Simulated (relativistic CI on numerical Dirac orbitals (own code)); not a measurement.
# How well does a small relativistic CI reproduce Xe II?

Calculated at this level of theory: Dirac-Coulomb-Breit CI, KLI orbitals optimised for each configuration, a model potential for QED, valence Slater integrals scaled by 0.85, P86 correlation energy added to each configuration (own radial code, finite nucleus).

CI space (outside the closed core [Kr] 4d10): 5s2.5p5, 5s.5p6, 5s2.5p4.6s, 5s2.5p4.5d, 5s2.5p4.6p, 5s2.5p4.7s, 5s.5p5.5d, 5s2.5p4.6d, 5s2.5p4.4f, 5s2.5p4.7p, 5s2.5p4.7d, 5s2.5p4.5f, 5s2.5p4.5g, 5s2.5p4.6f, 5s2.5p4.7f, 5s2.5p3.5d2, 5s2.5p2.5d2.6s, 5s2.5p2.5d3, 5s2.5p2.5d2.6p, 5s2.5p2.5d2.7s, 5s.5p3.5d3. Double excitations out of closed p, d and f shells are left out; levels of such configurations are missing from the list, as are those of other unlisted configurations, and high levels can miss mixing partners. These lack a partner that the ground configuration has and come out too high: 5s2.5p4.6d, 5s2.5p4.4f, 5s2.5p4.7p, 5s2.5p4.7d, 5s2.5p4.5f.

| Configuration | Term (tabulated) | J | Measured (cm⁻¹) | Computed | Error | Purity (%) |
| --- | --- | --- | --- | --- | --- | --- |
| 5s2.5p5 | 2P° | 3/2 | 0.0 | 0 | 0 | 98 |
| 5s2.5p5 | 2P° | 1/2 | 10537.0 | 10442 | -95 | 98 |
| 5s2.5p4.6s | 4P | 5/2 | 93068.4 | 97503 | 4434 | 85 |
| 5s2.5p4.5d | 4D | 5/2 | 95396.7 | 99724 | 4327 | 79 |
| 5s2.5p4.5d | 4D | 7/2 | 95437.7 | 99577 | 4139 | 82 |
| 5s2.5p4.5d | 4D | 3/2 | 96033.5 | 100598 | 4565 | 58 |
| 5s2.5p4.6s | 4P | 1/2 | 101157.5 | 105903 | 4746 | 69 |
| 5s2.5p4.6p | 4P° † | 5/2 | 111958.9 | 115230 | 3271 | 62 |
| 5s2.5p4.6p | 4D° † | 5/2 | 113512.4 | 126294 | 12782 | 59 |
| 5s2.5p4.6p | 4P° † | 1/2 | 113672.9 | 124539 | 10866 | 64 |
| 5s2.5p4.6p | 4D° † | 7/2 | 113705.4 | 116901 | 3195 | 88 |

Measured levels from NIST Handbook of Basic Atomic Spectroscopic Data (Sansonetti and Martin, J. Phys. Chem. Ref. Data 34, 1559 (2005)); pairs were made by configuration, J and term (by order where the table uses no LS term), so strongly mixed levels may be paired wrongly.

Mean error by configuration (cm⁻¹): 5s2.5p5 -95; 5s2.5p4.6s 4590; 5s2.5p4.5d 4344. Over the excited levels the mean absolute error is 3718 cm⁻¹ (10 of the 17 excited levels that our extract of the source holds in range could be paired, and the others can miss by more), and the median relative error of those above 1,000 cm⁻¹ is 4.6 %. † marks terms whose computed intervals miss the measured ones by more than a factor of 2.5, or configurations far off the rest, from wrong mixing, a near crossing or a doubtful label or measurement; they are left out of the means.

Transition probabilities of persistent lines. The last column rescales the computed rate by the cube of measured over computed energy:

```
λ measured (Å)              Lower               Upper  A tabulated (s⁻¹)  A computed  A rescaled
   4844.33 air  5s2.5p4.6s 4P_5/2  5s2.5p4.6p 4D°_7/2           1.10e+08    1.06e+08    1.28e+08
   5292.22 air  5s2.5p4.6s 4P_5/2  5s2.5p4.6p 4P°_5/2           8.90e+07    1.04e+08    1.26e+08
   6051.15 air  5s2.5p4.5d 4D_7/2  5s2.5p4.6p 4P°_5/2           1.70e+07    1.96e+07    2.31e+07
```
